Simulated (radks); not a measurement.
Results of a calculation; reference values are marked as such.
Task: Ionisation of the indium ion In3+, [Kr] 4d10, to [Kr] 4d9 as the strength of local exchange is varied. Code: a radial shooting solver on a logarithmic mesh with Libxc functionals. Model: scalar-relativistic Kohn-Sham, Slater X-alpha exchange (alpha = 2/3 is LDA exchange), no correlation, spin-polarised, spherical densities, finite nucleus; Fermi nuclear charge, rms radius 4.6156 fm.

alpha  E(In3+) (hartree)  exchange (hartree)  IE (eV)  -e of the level emptied (eV)  <r> of it (bohr)
0.667        -5869.85542          -148.96583   54.633                   46.416 (4d)             1.156
0.773        -5893.62736          -173.31761   57.465                   49.131 (4d)             1.137
0.912        -5924.94123          -205.53098   61.308                   52.829 (4d)             1.113
0.98         -5940.31855          -221.40572   63.241                   54.695 (4d)             1.102
0.99         -5942.58315          -223.74664   63.528                   54.972 (4d)             1.100
0.993        -5943.26270          -224.44924   63.615                   55.055 (4d)             1.100
1.014        -5948.02157          -229.37155   64.220                   55.641 (4d)             1.097
?            -5877.02202          -156.29779   55.479                   47.226 (4d)             1.150

Which alpha was used in the last row?

Result: alpha = 0.699. NIST Atomic Spectra Database: 55.45 eV (measured). The Delta-SCF value meets it near alpha = 0.70. Open shells are spherical and high-spin; term and fine-structure splittings are not resolved. Spin-orbit splitting is averaged out at the scalar-relativistic level.
